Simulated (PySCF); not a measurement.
## CeS: frontier orbitals

r²SCAN at R = 2.324 Å; PySCF, spin-free X2C with a Gaussian nucleus, basis sets Ce x2c-SVPall, S x2c-SVPall. State: triplet, about 1.3 electrons in the 4f shell (Mulliken), real f orbitals that mix terms. Only the outer orbitals are listed, counted within each symmetry.

```json
{"spin": "α", "orbital": "15σ", "occ.": "1", "ε (eV)": "-14.90", "on Ce (%)": "13", "main shells (%)": "87 S s"}
{"spin": "α", "orbital": "8π", "occ.": "1", "ε (eV)": "-5.76", "on Ce (%)": "28", "main shells (%)": "72 S p, 22 Ce d"}
{"spin": "α", "orbital": "8π", "occ.": "1", "ε (eV)": "-5.76", "on Ce (%)": "28", "main shells (%)": "72 S p, 22 Ce d"}
{"spin": "α", "orbital": "16σ", "occ.": "1", "ε (eV)": "-5.72", "on Ce (%)": "33", "main shells (%)": "65 S p, 19 Ce d"}
{"spin": "α", "orbital": "3δ", "occ.": "1", "ε (eV)": "-4.59", "on Ce (%)": "100", "main shells (%)": "98 Ce f"}
{"spin": "α", "orbital": "17σ", "occ.": "1", "ε (eV)": "-3.71", "on Ce (%)": "99", "main shells (%)": "72 Ce s, 19 Ce d"}
{"spin": "α", "orbital": "1φ", "occ.": "0", "ε (eV)": "-3.60", "on Ce (%)": "100", "main shells (%)": "98 Ce f"}
{"spin": "α", "orbital": "1φ", "occ.": "0", "ε (eV)": "-3.60", "on Ce (%)": "100", "main shells (%)": "98 Ce f"}
{"spin": "α", "orbital": "18σ", "occ.": "0", "ε (eV)": "-3.42", "on Ce (%)": "98", "main shells (%)": "86 Ce f"}
{"spin": "β", "orbital": "15σ", "occ.": "1", "ε (eV)": "-14.93", "on Ce (%)": "14", "main shells (%)": "86 S s"}
{"spin": "β", "orbital": "8π", "occ.": "1", "ε (eV)": "-5.76", "on Ce (%)": "24", "main shells (%)": "76 S p, 18 Ce d"}
{"spin": "β", "orbital": "8π", "occ.": "1", "ε (eV)": "-5.76", "on Ce (%)": "24", "main shells (%)": "76 S p, 18 Ce d"}
{"spin": "β", "orbital": "16σ", "occ.": "1", "ε (eV)": "-5.67", "on Ce (%)": "31", "main shells (%)": "67 S p, 21 Ce d"}
{"spin": "β", "orbital": "1φ", "occ.": "0", "ε (eV)": "-2.71", "on Ce (%)": "100", "main shells (%)": "100 Ce f"}
{"spin": "β", "orbital": "1φ", "occ.": "0", "ε (eV)": "-2.71", "on Ce (%)": "100", "main shells (%)": "100 Ce f"}
{"spin": "β", "orbital": "3δ", "occ.": "0", "ε (eV)": "-2.52", "on Ce (%)": "100", "main shells (%)": "98 Ce f"}
```

Which are the highest filled and the lowest empty level, where do they sit, and how wide is the gap?

Highest filled α 17σ at -3.71 eV (in %: 72 Ce s, 19 Ce d); lowest empty α 1φ at -3.60 eV (in %: 98 Ce f); the gap at r²SCAN is 0.11 eV.

* bond order (Mayer): 2.54
* ⟨S²⟩: 2.015
* charge on Ce (Mulliken, basis-dependent): 0.23
* charge on Ce (Löwdin, basis-dependent): -0.20
* dipole moment (positive dipole means Ce(−)S(+)): -5.49 D

Spin–orbit coupling is left out. The state is the lowest single determinant that the PBE0 search found; with open d or f shells the true ground state can be another one.
